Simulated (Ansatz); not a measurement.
Program: Ansatz. Geometries: PBE0-D4/def2-TZVP. ΔE: electronic, gas phase. CBS: def2 TZ/QZ extrapolation, frozen cores. Functionals use def2-TZVPP. HSE06 is defined as in plane-wave codes. Open shells (•) are unrestricted, without spin–orbit coupling. Spin–orbit coupling would lower the free atoms: a little for C, O, Si. Each species was taken in one conformer, which may not be the lowest.

Reaction (atomization): `C#C[SiH](C)OC` → 4 C• + 8 H• + O• + Si•

`C#C[SiH](C)OC`:

Cartesian coordinates in Å:
```
C -0.538 -0.980 -2.548
C -0.299 -0.336 -1.556
Si 0.061 0.636 -0.041
C 1.768 1.347 -0.108
O -0.023 -0.341 1.273
C -1.171 -1.085 1.609
H -0.747 -1.547 -3.427
H -0.985 1.692 0.038
H 1.977 1.924 0.795
H 2.510 0.551 -0.193
H 1.871 2.008 -0.972
H -0.966 -1.630 2.532
H -1.422 -1.806 0.824
H -2.037 -0.433 1.774
```

Task: What is ΔE at CCSD(T)/CBS? (Estimate.)

Result: Computed: +5655.6 kJ/mol.

Task: What do these levels give: PBE0-D4, r2SCAN0-D4, ωB97M-V, HSE06, HF/def2-QZVPP, SCS-MP2/def2-QZVPP? (Estimate.)

Result: Ansatz gave: PBE0-D4 5659.1, r2SCAN0-D4 5581.3, ωB97M-V 5668.0, HSE06 5640.3, HF/def2-QZVPP 4199.3, SCS-MP2/def2-QZVPP 5684.6 kJ/mol.

Task: What do rigid-rotor, harmonic-oscillator terms from PBE0-D4/def2-TZVP frequencies (298.15 K, 1 bar) make of the CCSD(T)/CBS value? (Estimate.)

Result: Computed: ΔZPE = -282.3 kJ/mol, ΔH = +5433.9 kJ/mol, ΔS = 1495 J/(mol·K), ΔG = +4988.2 kJ/mol. Open shells count their whole term as degenerate.

Largest T1 diagnostic among the species: 0.012.

From r2SCAN to r2SCAN0 (25 % exact exchange), in def2-TZVPP and without D4, ΔE moves by −83.1 kJ/mol: exact exchange takes away binding that semilocal exchange gives to molecules. Leaving LDA and LC-ωPBE aside and taking each functional with its dispersion term where it has one, the values, not all of them listed here, spread over 253.7 kJ/mol, from BHLYP-D4 to PBE-D4. LDA lies +692.1 kJ/mol from PBE without D4, its usual overbinding.
